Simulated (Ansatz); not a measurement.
BeH2O2 (SMILES [OH][Be][OH]) moved off its minimum; all values from Ansatz (an electronic-structure program), cores frozen in correlated methods.
(charge 0, multiplicity 1)
```xyz
5

Be     0.05136    -0.04775     0.06679
O      0.88662     0.24813    -1.16288
H      1.73254     0.02187    -1.17331
O     -0.94640    -0.07512     1.08871
H     -1.50882    -0.81702     1.43993
```

Problem. Give the forces (eV/Å), the total energy and the dipole at CCSD(T)/aug-cc-pVTZ.

Solution. 
```
atom      Fx      Fy      Fz
----  ------  ------  ------
Be1    0.631   0.550  -1.673
O2    -6.455   0.955   1.785
H3     5.720  -1.440  -0.247
O4    -1.072  -1.536   0.883
H5     1.175   1.471  -0.748
```
Energy -166.2827 hartree, dipole 2.35 D.
